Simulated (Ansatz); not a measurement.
Reaction (isomerisation): `B/C=C/C` → `B1CCC1`

Computed with Ansatz on PBE0-D4/def2-TZVP structures; ΔE is electronic, products minus reactants. CBS: MP2 limit from def2 TZ/QZ plus the TZ coupled-cluster correction, frozen cores. DFT in def2-TZVPP.

`B/C=C/C`:

```xyz
11

B    -2.070    0.161    0.497
C    -0.584    0.489    0.393
C     0.259   -0.341   -0.246
C     1.719   -0.146   -0.420
H    -2.477   -0.852   -0.002
H    -2.842    0.882    1.061
H    -0.160    1.395    0.827
H    -0.157   -1.249   -0.682
H     2.271   -0.986    0.016
H     2.065    0.780    0.040
H     1.979   -0.132   -1.484
```

`B1CCC1`:

Z-matrix (Å, degrees):
```
C
C 1 1.578
B 1 1.870 2 52.4
C 1 1.578 2 94.4 3 -33.9
H 1 1.089 2 113.4 3 -151.8
H 1 1.090 2 113.3 3 83.8
H 2 1.087 1 118.6 3 -117.3
H 2 1.089 1 107.2 3 115.1
H 3 1.197 1 124.5 2 112.3
H 4 1.087 1 118.6 2 151.2
H 4 1.089 1 107.2 2 -81.2
```

| species | r2SCANh energy (Eh) |
| --- | --- |
| `B/C=C/C` | -143.29228 |
| `B1CCC1` | -143.28913 |

Question: Work out ΔE.

Answer: ΔE = (-143.28913) − (-143.29228) = 0.00315 Eh = +8.3 kJ/mol. CCSD(T)/CBS gives +15.0 kJ/mol.

Question: What do rigid-rotor, harmonic-oscillator terms from PBE0-D4/def2-TZVP frequencies (298.15 K, 1 bar) make of the CCSD(T)/CBS value? (An estimate is asked.)

Answer: The calculation gave: ΔZPE = +7.8 kJ/mol, ΔH = +19.8 kJ/mol, ΔS = -22 J/(mol·K), ΔG = +26.4 kJ/mol.

Largest T1 diagnostic among the species: 0.011.

At CCSD(T), def2-SVP lies +3.4 kJ/mol from the extrapolated value and def2-TZVPP +1.4 kJ/mol. From BLYP to BHLYP (50 % exact exchange), in def2-TZVPP and without D4, ΔE moves by −11.2 kJ/mol. Leaving LDA and LC-ωPBE aside and taking each functional with its dispersion term where it has one, the values, not all of them listed here, spread over 42.4 kJ/mol, from PBE-QIDH to BLYP-D4. LDA lies −26.1 kJ/mol from PBE without D4.
